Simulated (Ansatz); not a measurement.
# Which is lower?

The two ends of one reaction step of Si$_{2}$H$_{7}$SF, closed shell (PBE0-D4/def2-TZVP).

A:

Si1  (-0.670, 0.558, -0.953)
F2  (0.766, -2.441, 0.664)
H3  (-0.579, 1.892, -1.606)
H4  (-1.990, -0.042, -1.269)
Si5  (-0.276, 0.710, 1.352)
H6  (0.777, -2.076, -0.201)
S7  (0.721, -0.780, -1.943)
H8  (-0.848, -0.453, 2.069)
H9  (1.190, 0.799, 1.580)
H10  (-0.916, 1.965, 1.836)
H11  (1.824, -0.132, -1.529)
(Å)

B:

```
11
angstrom
Si -1.3600 -0.1549 -0.3426
F -0.8252 -1.6549 -0.5963
H -1.1940 0.6111 -1.6024
H -2.8112 -0.2657 -0.0349
Si -0.2256 0.8220 1.4586
H 1.4031 -1.4929 -1.7164
S 2.1400 -0.3887 -1.9139
H -0.5118 0.0655 2.7072
H 1.2423 0.8611 1.2394
H -0.7338 2.2124 1.6171
H 2.8760 -0.6151 -0.8156
```

Ansatz 0.2.0; basis: def2-TZVPP; cores frozen in the correlated methods. B3LYP uses VWN-RPA correlation.

Q: Which structure is lower at CCSD(T), and by how much? (Judge from chemistry; the value comes from the calculation.)

A: Computed: B, by 51.5 kJ/mol (electronic energy, against the other). By their contacts, A is a complex of Si₂H₆S ([SiH3][SiH2][SH]) + HF and B is a complex of Si₂H₅F ([F][SiH2][SiH3]) + H₂S.

All methods give the same order:

```csv
method,E(B) − E(A) (kJ/mol)
SPW92,-25.6
PBE-D4,-31.3
BLYP-D4,-48.3
r2SCAN-D4,-45.0
B97M-V,-56.0
PBE0-D4,-35.7
B3LYP-D4,-51.3
r2SCAN0-D4,-45.4
BHLYP-D4,-58.4
CAM-B3LYP-D4,-58.1
wB97X-V,-51.9
wB97M-V,-50.9
B2PLYP,-54.5
PBE-QIDH,-42.2
RPA on PBE,-57.8
HF,-80.1
MP2,-46.0
CCSD,-56.8
CCSD(T),-51.5
```

T1 diagnostic: at most 0.012.

Labels in which every atom is bracketed show which atoms are joined, not bond orders.

For scale, one of the runs: CCSD(T)/def2-TZVPP, 255 basis functions, launched by `ansatz run in.yaml --threads 4 --pin off --events-out ev --progress --plain --max-ram 9574MiB`. The run took 2.1 min on 4 CPU threads of an Arm Neoverse V1 (shared host), with 5.2 GiB of host memory at its peak.
